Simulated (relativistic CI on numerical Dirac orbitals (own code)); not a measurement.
## Calculated levels, S⁸⁺

Calculated at this level of theory: Dirac-Coulomb-Breit CI, orbitals from a KLI potential per configuration, a model potential for QED, valence Slater integrals scaled by 0.9, P86 correlation estimate, and configurations built on the next ion tied to the tabulated ionisation energy (semi-empirical) (own radial code, finite nucleus).

Configuration list (outside the closed core 1s2): 2s²2p⁴, 2s²2p³3s, 2s²2p³3p, 2s²2p³3d, 2s²2p³4s, 2s2p⁵, 2p⁶, 2p⁵3s, 2p⁵3p, 2p⁵3d, 2s2p⁴3s, 2s2p⁴3p, 2s2p⁴3d, 2s²2p³4p, 2s²2p³4d, 2s²2p³4f, 2s²2p²3s², 2s²2p²3s3p, 2s2p⁴4s, 2s²2p²3p², 2s2p⁴4p, 2s²2p²3s3d, 2s2p⁴4d, 2s2p⁴4f. Levels of other configurations are missing.

```tsv
No.	Configuration	Term	J	E (cm⁻¹)	%	Next component (%)	Landé g
41	2s²2p³3p	³D	3	2000604	93	2 ¹F	1.321
42	2s²2p³3p	¹D	2	2004504	76	11 ³D	1.073
43	2s²2p³3p	¹P	1	2007972	87	7 ³D	0.994
44	2s²2p³3p	³P	2	2016086	85	10 ¹D	1.443
45	2s²2p³3d	⁵D°	3	2016462	99	1 2s2p⁴3p ⁵D°	1.499
46	2s²2p³3d	⁵D°	2	2016474	99	1 2s2p⁴3p ⁵D°	1.499
47	2s²2p³3d	⁵D°	1	2016490	99	1 2s2p⁴3p ⁵D°	1.499
48	2s²2p³3d	⁵D°	0	2016499	99	1 2s2p⁴3p ⁵D°	
49	2s²2p³3d	⁵D°	4	2016507	99	1 2s2p⁴3p ⁵D°	1.499
50	2s²2p³3p	³P	1	2017811	92	3 ¹P	1.475
51	2s²2p³3p	³P	0	2018670	96	2 2s2p⁴3s ³P	
52	2s²2p³3p	¹D	2	2037935	95	2 ³P	1.011
53	2s²2p³3d	³D°	2	2043132	98	1 ¹D°	1.165
54	2s²2p³3d	³D°	1	2043451	99	1 2s2p⁴3p ³D°	0.501
55	2s²2p³3d	³D°	3	2043958	99	1 2s2p⁴3p ³D°	1.332
56	2s²2p³3p	¹S	0	2076106	96	2 2p⁵3p ¹S	
57	2s²2p³3d	³F°	2	2090439	97	2 ¹D°	0.675
58	2s²2p³3d	³F°	3	2092022	96	3 ³G°	1.076
59	2s²2p³3d	¹S°	0	2093649	98	1 ³P°	
60	2s²2p³3d	³F°	4	2093904	93	5 ³G°	1.236
61	2s²2p³3d	³G°	3	2100246	94	4 ³F°	0.767
62	2s²2p³3d	³G°	4	2100640	92	8 ³F°	1.065
63	2s²2p³3d	³G°	5	2101045	100		1.200
64	2s²2p³3d	¹G°	4	2104049	96	3 ³F°	1.007
65	2s²2p³3d	¹P°	1	2107231	49	46 ³D°	0.783
66	2s²2p³3d	³D°	2	2110475	95	2 ³P°	1.171
67	2s²2p³3d	³D°	3	2111232	99	1 2s2p⁴3p ³D°	1.332
68	2s²2p³3d	³D°	1	2111401	52	46 ¹P°	0.738
69	2s²2p³3d	¹D°	2	2117729	92	3 ³P°	1.013
70	2s²2p³3d	³P°	2	2118223	94	3 ³D°	1.483
71	2s²2p³3d	³P°	1	2121118	95	2 ¹P°	1.491
72	2s²2p³3d	³P°	0	2121330	99	1 2s2p⁴3p ³P°	
73	2s²2p³3d	³S°	1	2125213	91	8 ³P°	1.956
74	2s²2p³3d	¹F°	3	2136546	71	24 ³F°	1.026
75	2s²2p³3d	³F°	4	2140180	94	2 ³G°	1.241
76	2s²2p³3d	³F°	2	2141128	94	2 ³D°	0.688
77	2s²2p³3d	³P°	0	2141210	96	2 2p⁵3d ³P°	
78	2s²2p³3d	³F°	3	2141521	68	19 ¹F°	1.092
79	2s²2p³3d	³P°	1	2142603	88	7 ³S°	1.523
80	2s²2p³3d	³P°	2	2144129	94	2 ³D°	1.476
81	2s²2p³3d	³D°	2	2151767	81	15 ¹D°	1.142
82	2s²2p³3d	³D°	3	2153185	82	11 ¹F°	1.284
83	2s²2p³3d	³D°	1	2153652	97	2 2p⁵3d ³D°	0.507
84	2s2p⁴3s‡	⁵P	3	2155905	99	1 2s²2p³3p ⁵P	1.667
85	2s²2p³3d	¹D°	2	2161055	81	14 ³D°	1.018
```

Energies count from the lowest computed level; ° marks odd parity. ‡ marks configurations that were not tied to measured data.

The mean weight of the leading LS term, summed over parents, in these 45 levels is 91 %, and that of the leading jj configuration (from the same eigenvectors) 51 %, so LS coupling describes them better.

Configurations that consist of the next ion and one excited electron were tied to the tabulated ionisation energy; Rydberg ones are usually within 1,000 to 3,000 cm⁻¹ and the lowest ones within about 6,000 (9,000 in d shells), while levels on excited terms of the next ion carry the error of that term, and the other configurations can be misplaced by 10,000 cm⁻¹ or more. Rates follow the energies as ν³ (E1, M1) or ν⁵ (E2), so rates, branching and lifetimes can be off by large factors.

LS names give the leading component of a level, which can be under half, so a name can repeat, a term be missing and a line seem to break the LS rules.
